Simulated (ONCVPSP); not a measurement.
## Configuration tests for Mn (ONCV)

* Element: manganese
* Generator: ONCVPSP 4.0.1
* Type: optimised norm-conserving Vanderbilt (ONCV)
* Functional: PBE
* Relativity: fully relativistic
* Frozen core: [Ar]
* Valence charge: 7
* Reference configuration: 3d5 4s2
* Partial waves: 4s: rc 2.50 bohr, ncon 3, nbas 6, qcut 3 1/bohr, 2 projectors, debl 1.5 Ha; p scattering state at 0.17 Ha: rc 2.75 bohr, ncon 3, nbas 6, qcut 3.4 1/bohr, 2 projectors, debl 3.3 Ha; 3d: rc 1.10 bohr, ncon 5, nbas 10, qcut 13.1 1/bohr, local
* Local potential: the d channel
* Core correction: polynomial model core, fcfact 0.3

Open shells are filled in proportion to 2j + 1.

In the p channel the program set the typed energies aside and used 0.050, 3.350 Ha (j = l + 1/2; the other j can differ).

Energies are relative to the spin-unpolarised reference configuration 3d5 4s2; without spin polarisation the order of configurations can differ from experiment. The d channel is local and has no spin–orbit splitting in the pseudo-atom.

(1) Give the all-electron excitation energy and the error of the potential for: 3d5 4s1; 3d5 4s0; 3d4 4s0; 3d4 4s2.

Note: ghosts flagged at negative energy: s at -317.8 eV, p3/2 at -38.2 eV, p1/2 at -35.8 eV (a further GHOST(-) flag falls on a real empty level of the atom); GHOST(+) flagged for s at 84.9 eV. A true bound ghost makes a file unfit for plane-wave use.

Answers

(1)

| valence configuration | charge | ΔE all-electron (eV) | error AE − PS (meV) |
| --- | --- | --- | --- |
| 3d5 4s1 | +1 | 8.416 | -7.8 |
| 3d5 4s0 | +2 | 24.015 | -47 |
| 3d4 4s0 | +3 | 56.534 | -192 |
| 3d4 4s2 | +1 | 13.187 | -217 |
